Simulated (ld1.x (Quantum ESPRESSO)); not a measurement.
# Varying the TM potential for gallium (Ga)

Base potential:

```json
{"Element": "Ga", "Generator": "ld1.x (Quantum ESPRESSO) 7.5", "Type": "norm-conserving Troullier–Martins (Kleinman–Bylander form)", "Functional": "PBE", "Relativity": "scalar-relativistic", "Frozen core": "[Ar] 3d10", "Valence charge": "3", "Reference configuration": "4s2 4p1", "Partial waves": "4s (bound): rc 1.55 bohr; 4p (bound): rc 1.90 bohr; 4d channel at -0.15 Ry: rc 1.50 bohr", "Local potential": "all-electron potential smoothed inside 1.40 bohr (lloc = -2)", "Core correction": "a·sin(br)/r model core inside 1.05 bohr"}
```

Cutoffs, loose and tight: the cutoffs (Ry, on a coarse ladder) from which the occupation-weighted sum of valence levels, in a spherical-Bessel basis at the reference potential, stays within 10 and 1 mRy of its value at 400 Ry. They do not see the model core or the augmentation charge, which bear on the density cutoff. Test errors are all-electron minus pseudo excitation energies from the reference, over the configurations 4s2 4p0; 4s1 4p0; 4s2 4p0.5; 4s2 4p1.3; 4s1 4p2; 4s1 4p1; 4s0 4p3. A dash means not determined; rows that change the core or the reference have their own tests.

A true bound ghost makes a file unfit for plane-wave use even where its test errors are small: the radial tests pick states by their node count and pass the ghost by.

| change | outcome | cutoff, loose | cutoff, tight | bound ghosts | largest test error (meV) |
| --- | --- | --- | --- | --- | --- |
| base | generated | 18 Ry | 40 Ry | d | -175 |
| core correction a·sin(br)/r model core inside 0.68 bohr | generated | 18 Ry | 40 Ry | d | -175 |
| core correction a·sin(br)/r model core inside 0.74 bohr | generated | 18 Ry | 40 Ry | d | -175 |
| core correction a·sin(br)/r model core inside 0.94 bohr | generated | 18 Ry | 40 Ry | d | -175 |
| core correction a·sin(br)/r model core inside 1.14 bohr | generated | 18 Ry | 40 Ry | d | -175 |
| core correction a·sin(br)/r model core inside 1.24 bohr | generated | 18 Ry | 40 Ry | d | -174 |
| core correction a·sin(br)/r model core inside 1.42 bohr | generated | 18 Ry | 40 Ry | d | -171 |
| core correction a·sin(br)/r model core inside 1.62 bohr | generated | 18 Ry | 40 Ry | d | -167 |
| core correction a·sin(br)/r model core inside 1.76 bohr | generated | 18 Ry | 40 Ry | d | -167 |

(1) What comes out with this change to the base: core correction none?

Results:

(1) outcome: generated; cutoff, loose: 18 Ry; cutoff, tight: 40 Ry; bound ghosts: d; largest test error (meV): +85.
